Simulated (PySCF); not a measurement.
Structure with atom numbers: `[CH3:1][O:2]/[CH:3]=[C:4]1/[Se:5][CH:6]=[C:7]([C:8]#[N:9])[Se:10]1`. Each H is labelled by its parent atom.

Geometry: PBE0-D3(BJ)/def2-SVP; GIAO shifts from PySCF, gas phase, non-relativistic, averaged over equivalent atoms.

At wB97X-D/pcSseg-1 (243 basis functions, 78 s wall time on 1 thread of an Arm Neoverse V2, shared host):
| atoms | δ (ppm) |
| --- | --- |
| C6 | 149.0 |
| C3 | 142.9 |
| C8 | 117.6 |
| C4 | 116.5 |
| C7 | 114.6 |
| C1 | 59.3 |
| O2 | 101.3 |
| Se10 | 668.2 |
| Se5 | 569.0 |
| N9 | 320.7 |
| H(C6) | 6.69 |
| H(C3) | 6.12 |
| H(C1) | 3.61 |

Chemical shifts δ = σref − σ; 13C (184.54 ppm) and 1H (31.38 ppm) against TMS; 17O (333.19 ppm) against H2O; Me2Se for 77Se (1763.06 ppm); 15N (263.98 ppm) vs NH3, all at this level.

Q: What do these become at PBE0/pcSseg-1?

A: 
```json
{"atoms": "C6", "δ at PBE0/pcSseg-1": "146.3", "change": "-2.7"}
{"atoms": "C3", "δ at PBE0/pcSseg-1": "141.0", "change": "-1.9"}
{"atoms": "C8", "δ at PBE0/pcSseg-1": "117.0", "change": "-0.6"}
{"atoms": "C4", "δ at PBE0/pcSseg-1": "117.1", "change": "+0.6"}
{"atoms": "C7", "δ at PBE0/pcSseg-1": "113.8", "change": "-0.8"}
{"atoms": "C1", "δ at PBE0/pcSseg-1": "59.2", "change": "-0.1"}
{"atoms": "O2", "δ at PBE0/pcSseg-1": "110.6", "change": "+9.3"}
{"atoms": "Se10", "δ at PBE0/pcSseg-1": "666.5", "change": "-1.7"}
{"atoms": "Se5", "δ at PBE0/pcSseg-1": "578.5", "change": "+9.5"}
{"atoms": "N9", "δ at PBE0/pcSseg-1": "324.6", "change": "+3.9"}
{"atoms": "H(C6)", "δ at PBE0/pcSseg-1": "6.65", "change": "-0.04"}
{"atoms": "H(C3)", "δ at PBE0/pcSseg-1": "6.09", "change": "-0.03"}
{"atoms": "H(C1)", "δ at PBE0/pcSseg-1": "3.65", "change": "+0.04"}
```

Chemical shifts δ = σref − σ; TMS for 13C (σref 184.41) and 1H (σref 31.27); 17O (σref 334.56) vs H2O; 77Se (σref 1769.71) vs Me2Se; NH3 for 15N (σref 265.67), all at this level.

The largest change is at Se5 (selenium bonded to 2 C, in a 5-membered ring). Cost: 243 basis functions, 59 s wall time on 1 thread of an Arm Neoverse V2, shared host. The order of the carbon signals changes between the two levels.

Relativistic effects, spin–orbit coupling among them, are left out; they matter for Se and for the light atoms bonded to it. Experimental scales use liquid or dissolved standards, which lie at an offset from isolated NH3 (liquid NH3: subtract about 20 ppm) and H2O (liquid H2O: subtract about 36 ppm). Unscaled 15N shifts of sp2 nitrogen come out 20 to 40 ppm too high even then.
